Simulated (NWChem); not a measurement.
System: SnH2O2Cl2; SMILES [OH][Sn]([OH])([Cl])[Cl]

The following NWChem deck was run.

```
start job
memory heap 200 mb stack 900 mb global 1100 mb
geometry units angstroms noautoz
  O     -1.393780    -1.594778     0.000000
  Sn    -0.254396    -0.005794     0.000000
  O     -1.481977     1.524810     0.000000
  Cl     1.117900     0.011595    -1.876988
  Cl     1.117900     0.011595     1.876988
  H     -2.325517    -1.336313     0.000000
  H     -1.026173     2.375904     0.000000
end
basis spherical
  * library def2-svp
end
ecp
  Sn library def2-ecp
end
dft
  xc xpbe96 cpbe96
  iterations 150
  vectors input atomic output neutral.movecs
end
task dft energy
charge 1
dft
  odft
  mult 2
  vectors input atomic output cation.movecs
end
task dft energy
```

Output (shortened):

```
             Northwest Computational Chemistry Package (NWChem) 7.3.0
             --------------------------------------------------------

 CS  symmetry detected

                             Geometry "geometry" -> ""
                             -------------------------

 Output coordinates in angstroms (scale by  1.889725989 to convert to a.u.)

  No.       Tag          Charge          X              Y              Z
 ---- ---------------- ---------- -------------- -------------- --------------
    1 O                    8.0000    -1.40577666    -1.58080186     0.00000000
    2 Sn                  50.0000    -0.24405461    -0.00807559     0.00000000
    3 O                    8.0000    -1.44988615     1.53972091     0.00000000
    4 Cl                  17.0000     1.12835010    -0.01007839     1.87698800
    5 Cl                  17.0000     1.12835010    -0.01007839    -1.87698800
    6 H                    1.0000    -2.33376862    -1.30919754     0.00000000
    7 H                    1.0000    -0.98210199     2.38428960     0.00000000

 Effective nuclear repulsion energy (a.u.)     777.9625096456

      Symmetry information
      --------------------

 Group name             Cs
 Group number              2
 Group order               2
 No. of unique centers     6

 Summary of "ao basis" -> "ao basis" (spherical)
 ------------------------------------------------------------------------------
       Tag                 Description            Shells   Functions and Types
 ---------------- ------------------------------  ------  ---------------------
 O                          def2-svp                 6       14   3s2p1d
 Sn                         def2-svp                10       26   4s4p2d
 Cl                         def2-svp                 8       18   4s3p1d
 H                          def2-svp                 3        5   2s1p

      Symmetry analysis of basis
      --------------------------

        a'         64
        a"         36

            General Information
            -------------------
          SCF calculation type: DFT
          Wavefunction type:  closed shell.
          No. of atoms     :     7
          No. of electrons :    74
           Alpha electrons :    37
            Beta electrons :    37
          Charge           :     0
          Spin multiplicity:     1
          Use of symmetry is: on ; symmetry adaption is: on
          Maximum number of iterations: 150
          AO basis - number of functions:   100
                     number of shells:    44
          Convergence on energy requested:  1.00D-06
          Convergence on density requested:  1.00D-05
          Convergence on gradient requested:  5.00D-04

              XC Information
              --------------
          PerdewBurkeErnzerhof Exchange Functional  1.000
            Perdew 1991 LDA Correlation Functional  1.000 local
           PerdewBurkeErnz. Correlation Functional  1.000 non-local

             Grid Information
             ----------------
          Grid used for XC integration:  medium
          Radial quadrature: Mura-Knowles
          Angular quadrature: Lebedev.
          Tag              B.-S. Rad. Rad. Pts. Rad. Cut. Ang. Pts.
          ---              ---------- --------- --------- ---------
          O                   0.60       49          11.0       434
          Sn                  1.45      123           8.0       590
          Cl                  1.00       88          11.0       590
          H                   0.35       45          11.0       434
          Grid pruning is: on
          Number of quadrature shells:   399
          Spatial weights used:  Erf1

      Superposition of Atomic Density Guess
      -------------------------------------

 Sum of atomic energies:       -1318.12364716

      Non-variational initial energy
      ------------------------------

 Total energy =   -1283.017264
 1-e energy   =   -2707.639392
 2-e energy   =     996.293405
 HOMO         =      -0.434373
 LUMO         =      -0.082568

      Symmetry analysis of molecular orbitals - initial
      -------------------------------------------------

  Numbering of irreducible representations:

     1 a'          2 a"

  Orbital symmetries:

     1 a'          2 a"          3 a'          4 a'          5 a'
     6 a"          7 a'          8 a"          9 a'         10 a'
    11 a"         12 a"         13 a'         14 a'         15 a'
    16 a"         17 a'         18 a'         19 a"         20 a'
    21 a'         22 a"         23 a'         24 a'         25 a"
    26 a'         27 a'         28 a'         29 a"         30 a'
    31 a'         32 a"         33 a"         34 a'         35 a'
    36 a"         37 a"         38 a'         39 a'         40 a'
    41 a"         42 a'         43 a'         44 a'         45 a"
    46 a'         47 a'

   convergence    iter        energy       DeltaE   RMS-Dens  Diis-err
 ---------------- ----- ----------------- --------- --------- ---------
 d= 0,ls=0.0,diis     1  -1285.3449791737 -1.71D+03  3.13D-02  1.35D+00
 d= 0,ls=0.0,diis     2  -1284.7110862269  6.34D-01  2.15D-02  7.02D+00
 d= 0,ls=0.0,diis     3  -1285.4872070488 -7.76D-01  6.34D-03  1.83D-01
 d= 0,ls=0.0,diis     4  -1285.4982268568 -1.10D-02  2.89D-03  9.81D-02
 d= 0,ls=0.0,diis     5  -1285.5122765378 -1.40D-02  5.17D-04  1.79D-03
  Resetting Diis
 d= 0,ls=0.0,diis     6  -1285.5122399238  3.66D-05  2.95D-04  2.11D-03
 d= 0,ls=0.0,diis     7  -1285.5124606066 -2.21D-04  6.62D-05  1.11D-05
 d= 0,ls=0.0,diis     8  -1285.5124566603  3.95D-06  4.95D-05  4.89D-05
 d= 0,ls=0.0,diis     9  -1285.5124616242 -4.96D-06  1.20D-05  2.49D-06
 d= 0,ls=0.0,diis    10  -1285.5124618877 -2.64D-07  2.41D-06  5.37D-08

         Total DFT energy =    -1285.512461887726
      One electron energy =    -2709.457402289763
           Coulomb energy =     1087.648422996438
    Exchange-Corr. energy =      -92.032205982223
 Nuclear repulsion energy =      428.328723387822

 Numeric. integr. density =       74.000014804753

                  Occupations of the irreducible representations
                  ----------------------------------------------

                     irrep           alpha         beta
                     --------     --------     --------
                     a'               23.0         23.0
                     a"               14.0         14.0

                       DFT Final Molecular Orbital Analysis
                       ------------------------------------

 Vector   35  Occ=2.000000D+00  E=-2.890570D-01  Symmetry=a"
              MO Center=  3.5D-01, -2.9D-02,  5.4D-13, r^2= 5.5D+00
   Bfn.  Coefficient  Atom+Function         Bfn.  Coefficient  Atom+Function
  ----- ------------  ---------------      ----- ------------  ---------------
    67      0.348712  4 Cl pz                85      0.348712  5 Cl pz
    64      0.260301  4 Cl pz                82      0.260301  5 Cl pz
     6      0.234979  1 O  pz                46      0.228239  3 O  pz
     9      0.161306  1 O  pz                49      0.157817  3 O  pz
    30      0.152057  2 Sn pz                61      0.151389  4 Cl pz

 Vector   36  Occ=2.000000D+00  E=-2.771704D-01  Symmetry=a"
              MO Center= -2.8D-01,  4.2D-01,  4.4D-14, r^2= 5.2D+00
   Bfn.  Coefficient  Atom+Function         Bfn.  Coefficient  Atom+Function
  ----- ------------  ---------------      ----- ------------  ---------------
    46      0.408898  3 O  pz                49      0.305319  3 O  pz
    65      0.300754  4 Cl px                83     -0.300754  5 Cl px
     6      0.234973  1 O  pz                62      0.213918  4 Cl px
    80     -0.213918  5 Cl px                 9      0.171928  1 O  pz
    59      0.125152  4 Cl px                77     -0.125152  5 Cl px

 Vector   37  Occ=2.000000D+00  E=-2.722630D-01  Symmetry=a"
              MO Center= -1.1D+00, -5.1D-01, -1.1D-14, r^2= 3.7D+00
   Bfn.  Coefficient  Atom+Function         Bfn.  Coefficient  Atom+Function
  ----- ------------  ---------------      ----- ------------  ---------------
     6      0.494158  1 O  pz                 9      0.372645  1 O  pz
    46     -0.333233  3 O  pz                49     -0.257530  3 O  pz
    66      0.165186  4 Cl py                84     -0.165186  5 Cl py
    63      0.119101  4 Cl py                81     -0.119101  5 Cl py
    60      0.069412  4 Cl py                78     -0.069412  5 Cl py

 Vector   38  Occ=0.000000D+00  E=-1.234835D-01  Symmetry=a'
              MO Center= -5.1D-03,  1.2D-02,  8.7D-15, r^2= 4.4D+00
   Bfn.  Coefficient  Atom+Function         Bfn.  Coefficient  Atom+Function
  ----- ------------  ---------------      ----- ------------  ---------------
    17      0.786933  2 Sn s                 18      0.486175  2 Sn s
    67      0.328155  4 Cl pz                85     -0.328155  5 Cl pz
    16     -0.290312  2 Sn s                  3     -0.251988  1 O  s
    43     -0.234199  3 O  s                 15     -0.227483  2 Sn s
     5     -0.221793  1 O  py                65      0.219399  4 Cl px

 Vector   39  Occ=0.000000D+00  E=-1.680310D-02  Symmetry=a'
              MO Center= -2.1D-01,  3.5D-01, -8.3D-14, r^2= 5.1D+00
   Bfn.  Coefficient  Atom+Function         Bfn.  Coefficient  Atom+Function
  ----- ------------  ---------------      ----- ------------  ---------------
    29      0.658426  2 Sn py                26      0.443094  2 Sn py
    43     -0.400996  3 O  s                  3      0.398164  1 O  s
    97      0.318546  7 H  s                 92     -0.246938  6 H  s
    44     -0.213431  3 O  px                66     -0.211708  4 Cl py
    84     -0.211708  5 Cl py                47     -0.198358  3 O  px

[...]
```

Level: PBE/def2-SVP with def2 effective core potentials on Sn, vertical spin-unrestricted ions. Structure relaxed at the PBE0/def2-SVP level. No frequency run checked for a minimum. def2 effective core potentials on Sn; no spin-orbit coupling.
